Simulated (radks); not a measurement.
Values are calculated unless marked as measured or tabulated.
Species: Tl I. Configuration: [Hg] 6p1.

Code: a radial shooting solver on a logarithmic mesh with Libxc functionals. Model: scalar-relativistic Kohn-Sham, LDA (Slater exchange, Perdew-Wang correlation), spin-unpolarised, spherical densities, finite nucleus; Fermi nuclear charge, rms radius 5.4759 fm; hard spherical wall at 15 bohr.

Energy parts (hartree):
| part | energy |
|---|---|
| total | -20229.7402 |
| kinetic | 22764.3672 |
| electron-nucleus | -50446.4432 |
| Hartree | 7819.6615 |
| exchange-correlation | -367.3257 |

Orbitals (lengths in bohr, moments of r in powers of bohr):
orbital  occ.  eigenvalue (hartree)      <r^2>
1s          2             -3142.547  0.0003694
2s          2             -559.6280   0.005613
2p          6             -481.7297   0.004757
3s          2             -133.5685    0.03614
3p          6             -111.1365    0.03731
3d         10             -87.79853    0.03089
4s          2             -29.78161     0.1734
4p          6             -22.42244     0.1984
4d         10             -13.77789     0.2236
4f         14              -4.20477     0.2629
5s          2              -4.82131     0.8609
5p          6              -2.80273      1.145
5d         10              -0.57424      2.284
5f          0               0.08220      97.08
6s          2              -0.36079      6.983
6p          1              -0.09461      16.73
6d          0               0.03523      73.34
7s          0              -0.01177      61.96

The highest occupied level is 6p at -2.574 eV. The pressure on the wall is 0.000158 GPa. Summed over all electrons, <r^2> = 70.22 bohr^2, which gives a Langevin (diamagnetic) susceptibility term of -55.6 x 10^-6 cm^3/mol.
